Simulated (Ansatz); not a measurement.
`BB(C)OC` + H₂O → `COB(C)O` + BH₃  (formal hydrolysis of a B–B bond)

Gas-phase electronic energies from Ansatz, PBE0-D4/def2-TZVP geometries. CCSD(T)/CBS adds triple-zeta CCSD(T) − MP2 to the extrapolated MP2 energy (def2 sets, frozen cores). This one scheme is used for every species. Functionals use def2-TZVPP. B3LYP here is the variant with VWN-RPA as its local correlation; programs differ in this. Each species was taken in one conformer, which may not be the lowest.

Task: Is it downhill or uphill in electronic energy at CCSD(T)/CBS, and by how much? (Best estimate.)

Result: Ansatz gave: Downhill: ΔE = -151.3 kJ/mol.

Task: What do these levels give: r2SCAN-D4, B3LYP-D4, ωB97X-V, ωB97M-V, B2PLYP, PBE, HF/def2-TZVPP, MP2/def2-TZVPP, CCSD(T)/def2-TZVPP, HF/def2-QZVPP, MP2/def2-QZVPP, CCSD/CBS(def2)? (Estimate.)

Result: Computed: r2SCAN-D4 -153.4, B3LYP-D4 -154.6, ωB97X-V -155.0, ωB97M-V -158.4, B2PLYP -159.2, PBE -140.2, HF/def2-TZVPP -176.6, MP2/def2-TZVPP -160.5, CCSD(T)/def2-TZVPP -156.1, HF/def2-QZVPP -176.0, MP2/def2-QZVPP -157.5, CCSD/CBS(def2) -153.2 kJ/mol.

Largest T1 diagnostic among the species: 0.013.

In def2-TZVPP, CCSD(T) changes the Hartree–Fock value by +20.5 kJ/mol (the triples alone add +1.9 kJ/mol) and MP2 by +16.1 kJ/mol. From PBE to PBE0 (25 % exact exchange), in def2-TZVPP and without D4, ΔE moves by −6.9 kJ/mol.
